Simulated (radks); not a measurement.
Results of a calculation; reference values are marked as such.
Species: Br4+. Configuration: [Ar] 3d10 4s2 4p1. Code: a radial shooting solver on a logarithmic mesh with Libxc functionals. Model: scalar-relativistic Kohn-Sham, PBE, spin-polarised, spherical densities, finite nucleus; open shells are filled with parallel spins first; Fermi nuclear charge, rms radius 4.1629 fm.

Normalised radial functions P(r) = r R(r), r in bohr:

```
   r/bohr * 3d down, o 4p up (the largest magnitude, 1.3, reaches the edge; | marks zero, & curves that meet)
 0.006078                             &
 0.006908                             &
 0.007914                             &
 0.008995                             &
  0.01022                             &
  0.01171                             &
  0.01331                             *o
  0.01525                             *o
  0.01733                             *o
   0.0197                             *o
  0.02257                             *o
  0.02565                             * o
  0.02916                             * o
   0.0334                             * o
  0.03796                             |* o
  0.04315                             |* o
  0.04943                             |*  o
  0.05618                             |*  o
  0.06437                             | *  o
  0.07316                             |  * o
  0.08315                             |  * o
  0.09526                             |    *o
   0.1083                             |    o*
   0.1231                             |    o  *
    0.141                             |   o     *
   0.1602                             |  o        *
   0.1836                             |o            *
   0.2086                            o|                *
   0.2371                          o  |                   *
   0.2717                        o    |                     *
   0.3088                      o      |                       *
   0.3509                     o       |                         *
   0.4021                    o        |                          *
    0.457                    o        |                          *
   0.5194                      o      |                         *
    0.595                         o   |                       *
   0.6763                            o|                     *
   0.7748                             |  o               *
   0.8806                             |       o       *
    1.001                             |           &
    1.147                             |        *     o
    1.303                             |      *         o
    1.481                             |   *             o
    1.697                             |  *              o
    1.929                             | *             o
    2.192                             |*           o
    2.511                             *         o
    2.854                             *      o
     3.27                             *   o
    3.717                             * o
    4.224                             *o
     4.84                             &
    5.501                             &
```

3d down: eigenvalue -120.43 eV, 0 radial nodes, <r> = 0.585 bohr, 90 % of the charge inside 0.960 bohr. 4p up: eigenvalue -52.974 eV, 2 radial nodes at r = 0.200, 0.695 bohr, <r> = 1.69 bohr, 90 % of the charge inside 2.47 bohr.
